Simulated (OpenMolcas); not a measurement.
# Fe5+: effect of the basis set

```json
{
 "Program": "OpenMolcas",
 "Method": "MS-CASPT2, IPEA 0.25 Eh, imaginary shift 0.1 Eh (closed shells correlated: 3s 3p)",
 "Active space": "3 electrons in 5 orbitals (3d)",
 "State averaging": "2S+1 = 4 even, 10 roots; 2S+1 = 2 even, 40 roots",
 "Spin-orbit coupling": "state interaction with AMFI integrals over the reference wave functions, term energies averaged over their components"
}
```

A. ANO-R1 [5s4p2d1f], X2C, finite nucleus; CASPT2 step of the order of 3 core-seconds
B. ANO-L-VTZP [6s5p3d2f1g], non-relativistic, point nucleus; CASPT2 step about 8 core-seconds
C. ANO-RCC-VTZP [6s5p3d2f1g], DKH2, point nucleus; CASPT2 step of the order of 10 core-seconds
D. ANO-R2 [6s5p4d2f1g], X2C, finite nucleus; CASPT2 step roughly 15 core-seconds
E. ANO-RCC-VQZP [7s6p4d3f2g1h], DKH2, point nucleus; CASPT2 step about 22 core-seconds
F. ANO-R3 [7s5p5d3f2g1h], X2C, finite nucleus; CASPT2 step of the order of 23 core-seconds

Energies in cm⁻¹ above 3d³ ⁴F_3/2, the measured ground level; measured values from Corliss and Sugar, J. Phys. Chem. Ref. Data 11, 135 (1982).

```csv
Level,A,B,C,D,E,F,Measured
3d³ ⁴F_3/2,0.0,0.0,0.0,0.0,0.0,0.0,0.0
3d³ ⁴F_5/2,523,560,544,516,520,526,511
3d³ ⁴F_7/2,1227,1311,1275,1210,1220,1232,1188
3d³ ⁴F_9/2,2090,2230,2170,2060,2070,2090,2001
3d³ ⁴P_1/2,19890,19760,19600,19370,19620,19380,18738
3d³ ⁴P_3/2,20070,19940,19790,19550,19800,19550,18942
3d³ ⁴P_5/2,20720,20640,20460,20190,20450,20210,19611
3d³ ²G_7/2,21680,21240,21080,20900,20890,20590,20616
3d³ ²G_9/2,22410,22000,21820,21610,21610,21310,21315
3d³ ²P_3/2 [56 %],27600,27300,27200,26780,26950,26570,26215
3d³ ²P_1/2,27930,27540,27410,26970,27170,26800,26496
3d³ ²D_5/2(1),29840,29780,29670,29180,29290,28920,28484
3d³ ²D_3/2(1) [57 %],29970,29840,29700,29190,29340,28980,28628
3d³ ²H_9/2,30540,29840,29560,29320,29250,28970,28724
3d³ ²H_11/2,31080,30390,30100,29840,29780,29500,29203
3d³ ²F_7/2,48850,48080,47830,47270,47330,46930,46217
3d³ ²F_5/2,49150,48400,48140,47570,47630,47240,46604
3d³ ²D_5/2(2),75880,75410,75190,74090,74280,73610,71708
3d³ ²D_3/2(2),76250,75790,75560,74450,74640,73980,72049
```

Deviations, from unrounded energies. A percentage is the sum of absolute deviations over the sum of measured energies, with the sign that they share, or ± where signs differ.

```csv
Against measurement,Levels,A,B,C,D,E,F
mean absolute deviation (cm-1),18,1600,1300,1100,710,810,510
fine structure of the ground term (%),3,+3.8,+10.7,+7.7,+2.2,+3.1,+4.1
other terms of the ground configuration (%),15,+5.6,+4.5,+3.9,+2.5,+2.9,±1.8
```

F lies closest to measurement on these levels and A furthest from it. The largest miss of F in the table is 3d³ ²D_3/2(2), by +1900 cm-1. The ranking rests on the paired levels alone, and a cruder setting can come out closer through cancelling errors.

The two smallest mean deviations differ by little beside CASPT2's spread within terms, so their order carries little weight.

Among A to F the level of the table that moves most is 3d³ ²D_3/2(2), by 2300 cm-1 (lowest in F, highest in A). Moves below CASPT2's spread within the term are not significant.

CASPT2 does not keep the components of a term degenerate, so their means are used; among the terms shown or strongly mixed into the levels shown the widest spread is 1000 cm-1 (3d³ ⁴F, C). The basis is small and was not contracted for so high a charge (holds for A). Measured partners are found by configuration, term and J. A level has none where our copy of the source lacks it or the pairing is in doubt (some pairs that miss far off the trend of their configuration count as doubtful), and it then counts in no deviation. Only configurations of the active space appear.

A share in square brackets marks a mixed level and gives the weight of the term that names it, the lowest over the columns. A number in round brackets counts repeated terms of one configuration in the order of the reference energies.
